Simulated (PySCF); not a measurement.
C3H5FOSi, SMILES F[SiH2]C1=COC1. Heavy atoms are numbered as in [F:1][SiH2:2][C:3]1=[CH:4][O:5][CH2:6]1. Hydrogens are named by the atom that carries them.

Coordinates come from a B3LYP-D3(BJ)/def2-SVP optimisation. The structure was generated by enumeration, and PubChem lists no compound with its InChIKey, so it may never have been made. Other conformers were not sampled.

Computed with PBE0/pcSseg-1 run with PySCF.

GIAO shieldings, no solvent; atoms alike by connectivity are averaged. δ = σ(ref) − σ: ¹⁹F against CFCl3 (σ = 167.2 ppm); ²⁹Si against TMS (σ = 352.7 ppm); ¹³C against TMS (σ = 186.3 ppm); ¹⁷O against H2O (σ = 334.2 ppm); ¹H against TMS (σ = 31.56 ppm), references at their B3LYP-D3(BJ)/def2-TZVP geometries, non-relativistic.

```json
[
 {"atoms": "F1", "nucleus": "¹⁹F", "count": "1", "δ (ppm)": "-241.2"},
 {"atoms": "Si2 (SiH2)", "nucleus": "²⁹Si", "count": "1", "δ (ppm)": "-13.6"},
 {"atoms": "C4 (CH)", "nucleus": "¹³C", "count": "1", "δ (ppm)": "___"},
 {"atoms": "C3", "nucleus": "¹³C", "count": "1", "δ (ppm)": "___"},
 {"atoms": "C6 (CH2)", "nucleus": "¹³C", "count": "1", "δ (ppm)": "86.3"},
 {"atoms": "O5", "nucleus": "¹⁷O", "count": "1", "δ (ppm)": "214.9"},
 {"atoms": "H on C4", "nucleus": "¹H", "count": "1", "δ (ppm)": "___"},
 {"atoms": "H on C6", "nucleus": "¹H", "count": "2", "δ (ppm)": "___"},
 {"atoms": "H on Si2", "nucleus": "¹H", "count": "2", "δ (ppm)": "5.65"}
]
```

**Question.** Some entries are withheld; supply them. (The exact figures need the calculation; the answer reports its results.)

**Answer.** 
- H on C6, δ (ppm): 5.66
- C4 (CH), δ (ppm): 181.8
- H on C4, δ (ppm): 7.59
- C3, δ (ppm): 113.3
